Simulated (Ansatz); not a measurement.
This geometry of CH2FSi2 (6 atoms, charge 1, multiplicity 1) is a first-order saddle point.

These are results of Ansatz, RKS revPBE-D4/def2-SVPD, not measurements.

```xyz
6
Properties=species:S:1:pos:R:3
F -0.487 -2.180 0.421
Si -0.463 -0.637 0.891
C 0.181 0.552 -0.244
Si 0.751 1.901 -1.149
H -0.998 -0.399 2.254
H 1.015 0.764 -2.173
```

Question: Which two structures does it join? (They come from a converged band through this point; their orientation in space is the band's.)

Answer: Bonds broken: Si4–H6. Bonds formed: C3–H6.

Initial state:

```xyz
6
Properties=species:S:1:pos:R:3
F -0.887 -2.382 0.839
Si -0.516 -0.812 0.895
C 0.170 -0.063 -0.520
Si 0.744 1.361 -1.145
H -0.836 -0.227 2.219
H 1.325 2.123 -2.288
```

Final state:

```xyz
6
Properties=species:S:1:pos:R:3
F -0.614 -2.101 0.250
Si -0.337 -0.542 0.575
C 0.353 0.528 -0.633
Si 0.756 2.258 -0.539
H -0.731 -0.187 1.959
H 0.574 0.043 -1.612
```

Question: How far does it lie above each of them?

Answer: 11.3 kcal/mol above the first and 49.8 kcal/mol above the second. This is the barrier of this one path; another mechanism may lie lower. The orbitals stay closed-shell, which can raise the energy where a bond breaks towards radicals; this wasn't checked here.

The run took 3.7 min on 2 threads of Intel(R) Xeon(R) Platinum 8259CL CPU @ 2.50GHz (Skylake/Cascade Lake), with other jobs on the host, peak memory 0.16 GiB.
